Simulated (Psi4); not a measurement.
Cl2MoO2 (SMILES [O]=[Mo](=[O])([Cl])[Cl]), singlet, geometry from GFN2-xTB (such geometries of metal compounds can be far from the true shape) (core potentials on Mo); PBE/def2-SVP (Psi4).

Input for Psi4:
```
memory 2 GB

molecule {
0 1
Mo    0.29866785   -0.05520649    0.09862569
O     1.45228214   -0.58789568   -0.93024970
O     0.74112633    0.18246072    1.65455405
Cl   -0.45963881    1.80184493   -0.66346917
Cl   -1.31043868   -1.47465950    0.07895660
symmetry c1
}

set {
  basis def2-svp
}

energy('pbe')
print_variables()
```

### Question
Write the output that Psi4 gives for this input, abridged.

### Answer

```
   => Loading Basis Set <=

    Name: DEF2-SVP
    Role: ORBITAL
    Keyword: BASIS

    !!!  WARNING: ECP capability is in beta. Please check occupations closely.  !!!

         ---------------------------------------------------------
                                   SCF
               by Justin Turney, Rob Parrish, Andy Simmonett
                          and Daniel G. A. Smith
                              RKS Reference
         ---------------------------------------------------------

  ==> Geometry <==

    Molecular point group: c1
    Full point group: C1

    Geometry (in Angstrom), charge = 0, multiplicity = 1:

       Center              X                  Y                   Z               Mass
    ------------   -----------------  -----------------  -----------------  -----------------
         MO           0.286522710225    -0.052961553699     0.094615138020    97.905404820000
         O            1.440137000225    -0.585650743699    -0.934260251980    15.994914619570
         O            0.728981190225     0.184705656301     1.650543498020    15.994914619570
         CL          -0.471783949775     1.804089866301    -0.667479721980    34.968852682000
         CL          -1.322583819775    -1.472414563699     0.074946048020    34.968852682000

  Running in c1 symmetry.

  Rotational constants: A =      0.09429  B =      0.06193  C =      0.05162 [cm^-1]
  Rotational constants: A =   2826.70584  B =   1856.50405  C =   1547.57827 [MHz]
  Nuclear repulsion =  339.863451789596979

  Charge       = 0
  Multiplicity = 1
  Electrons    = 64
  Nalpha       = 32
  Nbeta        = 32

  ==> Algorithm <==

  SCF Algorithm Type is DF.
  DIIS enabled.
  MOM disabled.
  Fractional occupation disabled.
  Guess Type is SAD.
  Energy threshold   = 1.00e-06
  Density threshold  = 1.00e-06
  Integral threshold = 1.00e-12

  ==> Primary Basis <==

  Basis Set: DEF2-SVP
    Blend: DEF2-SVP
    Number of shells: 39
    Number of basis functions: 95
    Number of Cartesian functions: 104
    Spherical Harmonics?: true
    Max angular momentum: 3

  Core potential: DEF2-SVP
    Number of shells: 4
    Number of ECP primitives: 14
    Number of ECP core electrons: 28
    Max angular momentum: 3

  ==> DFT Potential <==

   => LibXC <=

    Version 7.1.2
    S. Lehtola, C. Steigemann, M. J. T. Oliveira, and M. A. L. Marques,  SoftwareX 7, 1–5 (2018) (10.1016/j.softx.2017.11.002)

   => Composite Functional: PBE <=

    PBE GGA Exchange-Correlation Functional

[...]
   @DF-RKS iter   8: -1138.34487405350706   -1.58017e-03   3.41775e-04 ADIIS/DIIS
   @DF-RKS iter   9: -1138.34521725833883   -3.43205e-04   1.41084e-04 ADIIS/DIIS
   @DF-RKS iter  10: -1138.34528831281705   -7.10545e-05   3.17101e-05 DIIS
   @DF-RKS iter  11: -1138.34529257491727   -4.26210e-06   6.31124e-06 DIIS
   @DF-RKS iter  12: -1138.34529276247235   -1.87555e-07   3.07239e-06 DIIS
   @DF-RKS iter  13: -1138.34529280840366   -4.59313e-08   3.84259e-07 DIIS
  Energy and wave function converged.

  ==> Post-Iterations <==

   Electrons on quadrature grid:
      Ntotal   =   64.0000624364 ; deviation = 6.244e-05

    Orbital Energies [Eh]
    ---------------------

    Doubly Occupied:

[...]
    Virtual:

[...]
    Final Occupation by Irrep:
              A
    DOCC [    32 ]
    NA   [    32 ]
    NB   [    32 ]

  @DF-RKS Final Energy: -1138.34529280840366

   => Energetics <=

    Nuclear Repulsion Energy =            339.8634517895969793
    One-Electron Energy =               -2269.7251281283502067
    Two-Electron Energy =                 872.5864413282943133
    DFT Exchange-Correlation Energy =     -81.0700577979447985
    Empirical Dispersion Energy =           0.0000000000000000
    VV10 Nonlocal Energy =                  0.0000000000000000
    Total Energy =                      -1138.3452928084036557

Computation Completed

Properties will be evaluated at   0.000000,   0.000000,   0.000000 [a0]

Properties computed using the SCF density matrix

 Multipole Moments:

 ------------------------------------------------------------------------------------
     Multipole            Electronic (a.u.)      Nuclear  (a.u.)        Total (a.u.)
 ------------------------------------------------------------------------------------

 L = 1.  Multiply by 2.5417464519 to convert [e a0] to [Debye]
 Dipole X            :         16.8372956          -17.2720753           -0.4347797
 Dipole Y            :         -3.1122466            3.1926123            0.0803657
 Dipole Z            :          5.5599861           -5.7035611           -0.1435750
 Magnitude           :                                                    0.4648718

 ------------------------------------------------------------------------------------

  Variable Map:
  ----------------------------------------------------------------------------
[...]
  Array Variable Map:
  ----------------------------------------------------------------------------
[...]
[...]
```
